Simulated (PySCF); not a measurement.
# A survey of ³¹P NMR shifts

Non-relativistic Hamiltonian, averaged over atoms made equivalent by symmetry, fast rotation or ring inversion, no solvent model, one computed conformer. NMR shieldings at PBE0/pcSseg-1/GIAO; geometry: GFN2-xTB; PySCF 2.14.

Shieldings were converted by a linear fit to measured shifts: ³¹P (scatter 18.1 ppm rms vs H3PO4, solution or neat liquid). A few per cent of atoms miss by over 2 rms, more outside the fitted compound classes.

(1) Give the ³¹P shifts of `C[P@](=O)(O)c1ccncc1`, `COc1ccc(C)c(C)p1`.

(2) Order these by ³¹P shift, lowest first.
A. C=PC1=CCCC1
B. C#CC/P=C/CC
C. Cc1cccc([P@@H](C)=O)c1
D. COc1cpc(C)c(C)c1
E. CC1=C[P@@](=O)(C2CC2)C=C1
F. CP1C=CCC=C1

Answers

(1) 
```csv
compound,environment,δ (ppm)
C[P@](=O)(O)c1ccncc1,"phosphorus bonded to 2 C, 2 O",29.9
COc1ccc(C)c(C)p1,"phosphorus bonded to 2 C, in a 6-membered ring",126.5
```

(2) F (-63.4 ppm, phosphorus bonded to 3 C, in a 6-membered ring), C (-6.0 ppm, phosphorus bonded to 2 C, O, H), E (31.9 ppm, phosphorus bonded to 3 C, O, in a 5-membered ring), D (199.1 ppm, phosphorus bonded to 2 C, in a 6-membered ring), B (234.6 ppm, phosphorus bonded to 2 C), A (249.6 ppm, phosphorus bonded to 2 C).
